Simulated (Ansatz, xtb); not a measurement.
Relaxing a trial structure of C2H5Sn−

The starting geometry of this gas-phase singlet was built from a drawn formula by distance geometry and a force field; its bonds are those of `[CH-]1[CH2][SnH2]1`.

```xyz
8

C     0.6582    1.2736    0.9925
C    -0.3917    0.4586    0.4312
Sn    1.4761   -0.5927    0.2324
H     0.6909    1.2178    2.1139
H    -1.1042    0.0049    1.1874
H    -0.8283    0.8470   -0.5390
H     2.0929   -1.4817    1.6074
H     2.5287   -0.1640   -1.1607
```

Where would you expect an optimisation with r2SCAN-D4/def2-SVPD to take it?

A bond breaks, leaving `C=[CH][SnH2-]`. Contacts that open: C2–Sn3 (2.15 → 3.21 Å).

The energy falls by 2.86 eV over 21 steps:

```
step  E − E(last) (eV)
   1             2.865
   3             1.870
   5             1.627
   8             0.744
  10             0.214
  12             0.022
  14             0.002
  17             0.000
  19             0.000
  21             0.000
```

Final geometry (Å):

```
atom    x (Å)    y (Å)    z (Å)
   C   0.4667   0.4853   0.8852
   C  -0.8379   0.6828   0.6304
  Sn   1.7914  -0.9161  -0.2727
   H   0.8890   1.0634   1.7250
   H  -1.4706   1.3750   1.2107
   H  -1.3479   0.1520  -0.1866
   H   2.5149  -1.5887   1.2418
   H   3.1171   0.3099  -0.3688
```

From the same start GFN2-xTB reaches the same bonding as this run.

The end wasn't checked by frequencies. Atoms past krypton carry core potentials, without spin–orbit terms. Run with Ansatz 0.2.0, 45 s on 2 threads of Arm Neoverse V2 (shared host).
